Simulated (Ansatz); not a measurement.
Calculated with Ansatz (gas phase, PBE0-D4/def2-TZVP geometries, no zero-point term in ΔE). CBS: MP2 limit from def2 TZ/QZ plus the TZ coupled-cluster correction, frozen cores. This one scheme is used for every species. DFT in def2-TZVPP. One conformer a species, not always the lowest.

Reaction (redistribution): `FB[SiH2]Cl` + `CN[Si](Cl)(Cl)Cl` → `Cl[SiH2]N[Si](Cl)(Cl)Cl` + `CBF`

| level | ΔE (kcal/mol) |
| --- | --- |
| r2SCAN-D4 | -45.4 |
| ωB97M-V | -46.2 |
| MP2/def2-TZVPP | -48.0 |
| SCS-MP2/def2-TZVPP | -46.3 |

Problem. What does CCSD(T)/CBS give? (Best estimate.)

Solution. Ansatz gave: -45.6 kcal/mol. The listed levels differ from it by 0.2, -0.6, -2.4, -0.7 kcal/mol.

Largest T1 diagnostic among the species: 0.012.

The D4 term adds −1.7 kcal/mol with B3LYP and −1.0 kcal/mol with PBE0; it sums over pairs of atoms, weighted by their polarisabilities, and B3LYP, whose exchange is more repulsive, gets the larger term. From PBE to PBE0 (25 % exact exchange), in def2-TZVPP and without D4, ΔE moves by −1.7 kcal/mol.

B3LYP here is the variant with VWN-RPA as its local correlation; programs differ in this.
